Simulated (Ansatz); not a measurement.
Cost and result for the atomization energy of C2H3AlO (`C#[C][AlH][OH]`) (7 atoms, 6 bonds).

The species carries charge 0 and has multiplicity 1. Geometry: relaxed with PBE0-D4/def2-TZVP. It is one conformer, not always the lowest. Program: Ansatz. All runs use 2 threads of an Intel Xeon Platinum 8259CL on a shared host. Times are those of one run each, without the atoms' runs, and a repeat can differ threefold. Electronic energies, without spin–orbit coupling; frozen cores. CCSD(T)/CBS adds CCSD(T) − MP2 in def2-TZVPP to the MP2 limit, and its time is that of the two runs behind it. T1 = 0.014. B3LYP takes the VWN-RPA correlation (the form of Gaussian; ORCA's B3LYP/G). HSE06 is the plane-wave form, built on full-range PBE exchange.

CCSD(T)/CBS is a level of theory with its own doubt, some kJ/mol a heavy atom from the limit and from the frozen cores, so smaller differences don't rank the functionals.

| level | functions | wall time |
| --- | --- | --- |
| LDA (SPW92)/def2-TZVPP | 177 | 1.8 s |
| BLYP-D4/def2-TZVPP | 177 | 2.9 s |
| CCSD(T)/def2-SVP | 75 | 2.9 s |
| PBE-D4/def2-TZVPP (with forces) | 177 | 3.4 s |
| BHLYP-D4/def2-TZVPP | 177 | 3.8 s |
| HSE06-D4/def2-TZVPP | 177 | 4.3 s |
| CAM-B3LYP-D4/def2-TZVPP | 177 | 4.5 s |
| B3LYP-D4/def2-TZVPP (with forces) | 177 | 5.5 s |
| PBE-QIDH/def2-TZVPP | 177 | 7.5 s |
| B97M-V/def2-TZVPP | 177 | 8.5 s |
| MP2/def2-QZVPP | 331 | 22 s |
| CCSD(T)/def2-TZVPP | 177 | 39 s |
| CCSD(T)/CBS(def2) | – | 61 s |

(1) What atomization energy does each give, and how far from CCSD(T)/CBS? (Best estimate.)

Answers

(1) Ansatz gave: 
```tsv
level	atomization (kcal/mol)	difference from CCSD(T)/CBS	per bond
LDA (SPW92)/def2-TZVPP	763.3	89.6	14.9
BLYP-D4/def2-TZVPP	671.9	-1.8	-0.3
CCSD(T)/def2-SVP	633.7	-40.0	-6.7
PBE-D4/def2-TZVPP (with forces)	683.8	10.1	1.7
BHLYP-D4/def2-TZVPP	644.1	-29.6	-4.9
HSE06-D4/def2-TZVPP	667.3	-6.4	-1.1
CAM-B3LYP-D4/def2-TZVPP	671.7	-2.0	-0.3
B3LYP-D4/def2-TZVPP (with forces)	668.7	-5.0	-0.8
PBE-QIDH/def2-TZVPP	665.2	-8.5	-1.4
B97M-V/def2-TZVPP	674.3	0.6	0.1
MP2/def2-QZVPP	687.4	13.7	2.3
CCSD(T)/def2-TZVPP	654.4	-19.3	-3.2
CCSD(T)/CBS(def2)	673.7	0.0	0.0
```

At CCSD(T), def2-SVP lies −40.0 kcal/mol from the extrapolated value and def2-TZVPP −19.3 kcal/mol: correlation converges slowly with the basis, and small sets miss more of it in the bonded molecule than in its fragments. Leaving LDA and LC-ωPBE aside and taking each functional with its dispersion term where it has one, the values spread over 39.7 kcal/mol, from BHLYP-D4 to PBE-D4. LDA lies +82.0 kcal/mol from PBE without D4, its usual overbinding. From PBE to PBE0 (25 % exact exchange), in def2-TZVPP and without D4, the atomization energy moves by −16.7 kcal/mol: exact exchange takes away binding that semilocal exchange gives to molecules.
